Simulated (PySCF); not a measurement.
**Correlation energy of O(2+) (oxygen, charge +2)**

[He] 2s2 2p1 3s1, high-spin 3P determinant (an excited configuration). Calculation: PySCF 2.14, in aug-cc-pVQZ-DK (6s5p4d3f2g, 80 functions); the spin-free X2C one-electron Hamiltonian (Gaussian nucleus). Frozen: 1s2; 4 electrons correlated.

| level | correlation energy (mhartree) |
| --- | --- |
| CCSD | -107.79 |
| (T) | -2.39 |
| CCSD(T) | -110.18 |

Diagnostics: T1 = 0.0090, D1 = 0.0221, largest double amplitude 0.127.

Problem. Is a single reference adequate?

Solution. Mostly. T1 lies below 0.03, but a double amplitude of this size points to a near-degeneracy that CCSD handles and MP2 describes poorly.
